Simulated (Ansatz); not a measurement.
Wavefunction ladder for `[GaH2][GeH3]`

```xyz
7

Ga    0.533   -1.297   -0.172
Ge   -0.385    0.952    0.098
H     2.015   -1.605    0.255
H    -0.353   -2.462   -0.745
H    -1.549    1.246   -0.867
H    -0.936    1.114    1.530
H     0.676    2.051   -0.099
```

The species carries charge 0 and has multiplicity 1. Correlated methods include outer-core shells of Ga, Ge, which these sets cover unevenly. Scalar relativity is left out up to krypton. The geometry is a stationary point of PBE0-D4/def2-TZVP. Frozen core, restricted reference, the Gaussian-basis code of Ansatz.

```csv
basis,HF (Eh),MP2 corr.
def2-SVP,-4000.99279,-0.45694
def2-TZVPP,-4001.50677,-0.50158
def2-QZVPP,-4001.58976,-1.01290
```

(1) Estimate the CCSD correlation energy and the (T) correction in each basis where they were run (hartree).

Answers

(1) 
```
     basis  CCSD corr.       (T)
  def2-SVP    -0.47241  -0.01387
def2-TZVPP    -0.52369  -0.01821
```
